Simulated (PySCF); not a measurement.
Computed NMR parameters against published values

Cartesian coordinates in Å; atom numbers follow the order of the lines, from 1:
```xyz
15

C    -2.444    0.998    0.052
C    -1.693   -0.069   -0.190
C    -0.242   -0.150   -0.070
C     0.565    0.919    0.326
C     1.933    0.732    0.407
N     2.538   -0.411    0.129
C     1.781   -1.428   -0.248
C     0.404   -1.354   -0.363
H    -3.514    0.968   -0.063
H    -2.032    1.939    0.374
H    -2.168   -0.989   -0.511
H     0.139    1.879    0.569
H     2.586    1.540    0.711
H     2.310   -2.347   -0.467
H    -0.165   -2.217   -0.676
```

Published estimates (parent shift plus substituent increments) and measurements: δ ¹³C C5/C7 150.1; C3 144.3; C4/C8 120.7; δ ¹H H13/H14 8.47; H12/H15 7.17 ppm (estimated from measurements, as parent shift plus tabulated substituent increment; solution, not stated per compound (mostly CDCl3 or CCl4); Pretsch, Buehlmann, Badertscher, Structure Determination of Organic Compounds, 4th ed. (2009)).
δ ¹H H11 6.61; H10 5.91; H9 5.42 ppm (measured; solution, not stated per compound (mostly CDCl3 or CCl4); Pretsch, Buehlmann, Badertscher, Structure Determination of Organic Compounds, 4th ed. (2009)).

Relativity neglected, one computed conformer, averaged over atoms made equivalent by symmetry, fast rotation or ring inversion, isolated molecule. PBE0/pcSseg-1 with gauge-including orbitals; geometry from GFN2-xTB; PySCF 2.14.

(1) How close does the calculation come?

(2) How far are the unscaled ¹³C shifts from the references?

(3) How far are the unscaled ¹H shifts from the references?

## Answers

(1) 
Reference values: estimated from measurements, as parent shift plus tabulated substituent increment (solution, not stated per compound (mostly CDCl3 or CCl4); Pretsch, Buehlmann, Badertscher, Structure Determination of Organic Compounds, 4th ed. (2009)).
```json
{"atoms": "C5/C7", "quantity": "δ ¹³C", "reference": "150.1", "computed": "156.6", "computed, scaled": "150.4"}
{"atoms": "C3", "quantity": "δ ¹³C", "reference": "144.3", "computed": "148.3", "computed, scaled": "142.3"}
{"atoms": "C4/C8", "quantity": "δ ¹³C", "reference": "120.7", "computed": "125.0", "computed, scaled": "119.6"}
{"atoms": "H13/H14", "quantity": "δ ¹H", "reference": "8.47", "computed": "8.96", "computed, scaled": "8.55"}
{"atoms": "H12/H15", "quantity": "δ ¹H", "reference": "7.17", "computed": "7.39", "computed, scaled": "7.06"}
```

Reference values: measured (solution, not stated per compound (mostly CDCl3 or CCl4); Pretsch, Buehlmann, Badertscher, Structure Determination of Organic Compounds, 4th ed. (2009)).
| atoms | quantity | reference | computed | computed, scaled |
| --- | --- | --- | --- | --- |
| H11 | δ ¹H | 6.61 | 6.84 | 6.54 |
| H10 | δ ¹H | 5.91 | 6.57 | 6.29 |
| H9 | δ ¹H | 5.42 | 5.85 | 5.61 |

Computed shifts are σ(ref) − σ with the named reference compound (TMS for H and C) calculated as an isolated molecule at the same level. The measured values may be among those fitted. Scaled to experiment by linear calibration (H and C: mostly CDCl3 data, vs TMS): ¹³C (scatter 2.1 ppm rms, 2.3 ppm with the 13 outliers that the fit left out); ¹H (scatter 0.17 ppm rms, 0.18 ppm with the 4 outliers that the fit left out). A few per cent of atoms miss by over 2 rms, more outside the fitted compound classes.

(2) Mean signed difference +4.93 ppm, mean absolute 4.93 ppm over 3 comparisons; the largest is +6.5 ppm at C5/C7 (aromatic CH next to a ring nitrogen).

(3) Mean signed difference +0.41 ppm, mean absolute 0.41 ppm over 5 comparisons; the largest is +0.66 ppm at H10 (hydrogen on a terminal =CH2 carbon).

The carbons averaged at δ 125.0 differ by 8 ppm in this conformer.
